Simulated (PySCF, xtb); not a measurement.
borazine (B₃H₆N₃), SMILES B1NBNBN1.

Harmonic wavenumbers (cm⁻¹) from GFN2-xTB (xtb) at its own minimum, in rising order: 264, 264, 419, 498, 498, 654, 715, 715, 805, 805, 808, 833, 945, 945, 946, 1021, 1084, 1084, 1197, 1252, 1317, 1317, 1414, 1414, 2582, 2583, 2592, 3463, 3463, 3465.

**Question.** What does B3LYP-D3(BJ)/def2-SVP in PySCF give at its own minimum? (An estimate is asked for; the answer gives what the named calculation found.)

**Answer.** 294, 294, 415, 531, 531, 716, 716, 726, 867, 932, 932, 944, 945, 945, 952, 1045, 1075, 1075, 1257, 1301, 1393, 1393, 1496, 1496, 2598, 2598, 2608, 3636, 3638, 3638. Paired by order, the mean absolute difference is 56 cm⁻¹ and the zero-point energies are 56.3 and 58.6 kcal/mol.
